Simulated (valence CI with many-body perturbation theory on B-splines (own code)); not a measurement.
The numbers below are computed, except where a source is named.
## Hyperfine factors and g values of Cr18+

Level of theory: valence CI with perturbative core correlation (CI+MBPT): four valence electrons over a frozen Dirac-Fock core [He], a basis of 11 s, 11 p, 10 d, 8 f, 5 g, 2 h functions for each j, with the one-electron correlation potential Σ1, the two-electron term Σ2, the three-electron term Σ3, Breit, model QED; selected CI, second order for the rest, scaled by the run's own slope (own B-spline code, finite nucleus).

No measured levels were compared; by estimate levels of excited configurations hold to 0.05 to 0.15 % of their energy, terms of the ground configuration to about 0.5 %. Among the levels kept, up to 850 cm⁻¹ of a level comes from second order outside the variational space, and about a tenth of that is noise between levels of different J, which matters for small intervals.

A/g_I is the dipole constant over the nuclear g factor μ/I (μ in nuclear magnetons, uniformly magnetised nucleus), B/Q the quadrupole constant per barn. Both hold the static response of the core; the bare values leave it out. Large factors of s and p1/2 electrons are usually good to 5 to 10 %; those of open d and f shells near neutrality can be off by tens of per cent, and small factors of p3/2, d and f electrons come from cancelling terms and can be off by a factor of two or in sign, in half-filled shells by more. B is blank for J = 1/2, where it vanishes, and for nearly pure S terms. Energies count from the lowest level. Levels with J = 0 are left out.

Names give the largest LS component (configuration and term), which can be under half, so a name can repeat, a term be missing and a line seem to break the LS rules; names also repeat where a configuration has a term twice. Letters in brackets count levels of one name in rising energy.

| Level | E (eV) | g | A/g_I (MHz) | A/g_I bare | B/Q (MHz/b) | B/Q bare |
| --- | --- | --- | --- | --- | --- | --- |
| 2s²2p² ³P_1 | 5.93 | 1.498 | -1590 | 514 | 19800 | 19900 |
| 2s²2p² ³P_2 | 10.23 | 1.415 | 34800 | 36300 | -21000 | -21000 |
| 2s²2p² ¹D_2 | 22.92 | 1.080 | 32000 | 32400 | 60200 | 60500 |
| 2s2p³ ⁵S°_2 | 49.97 | 1.988 | 90500 | 91700 |  |  |
| 2s2p³ ³D°_2 | 83.28 | 1.210 | 65700 | 65000 | 45900 | 46100 |
| 2s2p³ ³D°_1 | 83.41 | 0.596 | -51700 | -50000 | 26100 | 26300 |
| 2s2p³ ³D°_3 | 85.16 | 1.331 | 94700 | 93700 | -164 | -173 |
| 2s2p³ ³P°_1 | 98.45 | 1.419 | 118000 | 117000 | -26400 | -26600 |
| 2s2p³ ³P°_2 | 99.77 | 1.440 | 88900 | 88300 | -45200 | -45400 |
| 2s2p³ ³S°_1 | 119.04 | 1.859 | -59300 | -52100 | 401 | 405 |
| 2s2p³ ¹D°_2 | 121.09 | 1.020 | 49000 | 48700 | -1820 | -1800 |
| 2s2p³ ¹P°_1 | 135.31 | 1.115 | 10300 | 11900 | 352 | 340 |
| 2p⁴ ³P_2 | 179.81 | 1.459 | 17700 | 20800 | 30100 | 30200 |
| 2p⁴ ³P_1 | 187.74 | 1.498 | -5090 | -1510 | -19200 | -19300 |
| 2p⁴ ¹D_2 | 196.71 | 1.035 | 44600 | 44800 | -69000 | -69300 |
| 2s²2p3s ³P°_1 | 787.22 | 1.395 | 106000 | 104000 | -7990 | -8020 |
| 2s²2p3s ³P°_2 | 796.45 | 1.498 | 42200 | 42700 | 40800 | 41000 |
| 2s²2p3s ¹P°_1 | 799.14 | 1.099 | 6730 | 8660 | 28400 | 28500 |
| 2s²2p3p ³D_1 | 806.23 | 0.701 | 73400 | 72200 | -2490 | -2500 |
| 2s²2p3p ¹P_1 | 811.54 | 1.260 | -8500 | -8330 | 3710 | 3720 |
| 2s²2p3p ³D_2 | 811.80 | 1.178 | 32800 | 32800 | 11300 | 11400 |
| 2s²2p3p ³P_1 | 818.93 | 1.251 | 12300 | 13700 | 197 | 203 |
| 2s²2p3p ³D_3 | 819.62 | 1.332 | 15500 | 16300 | 52000 | 52300 |
| 2s²2p3p ³S_1 | 821.19 | 1.784 | 20600 | 22300 | 4190 | 4210 |
| 2s²2p3p ³P_2 | 821.80 | 1.402 | 25900 | 26900 | 2930 | 2950 |
| 2s²2p3p ¹D_2 | 828.21 | 1.082 | 21800 | 22100 | 36500 | 36700 |
| 2s2p²3s ⁵P_1 | 831.53 | 2.473 | 169000 | 167000 | -3830 | -3850 |
| 2s²2p3d ³F°_2 | 832.04 | 0.752 | 32100 | 31600 | 5990 | 6060 |
| 2s²2p3d ³F°_3 | 835.63 | 1.109 | 19300 | 19200 | 5940 | 6020 |
| 2s2p²3s ⁵P_2 | 835.74 | 1.825 | 96600 | 96000 | 40500 | 40700 |
| 2s²2p3d ¹D°_2 [a] | 836.48 | 1.166 | -13600 | -13700 | -9310 | -9310 |
| 2s²2p3d ³D°_1 | 838.66 | 0.740 | -21400 | -21400 | -1470 | -1460 |

Take the isotope of mass number 53, with I = 3/2, μ = -0.47431 μN and Q = -0.15 b. What is the hyperfine structure of 2s2p³ ³P°_1?

From the table A = -37400 MHz, B = 3970 MHz. Shifts from the centre of gravity in MHz: F = 1/2: 98500, F = 3/2: 33400, F = 5/2: -55100.
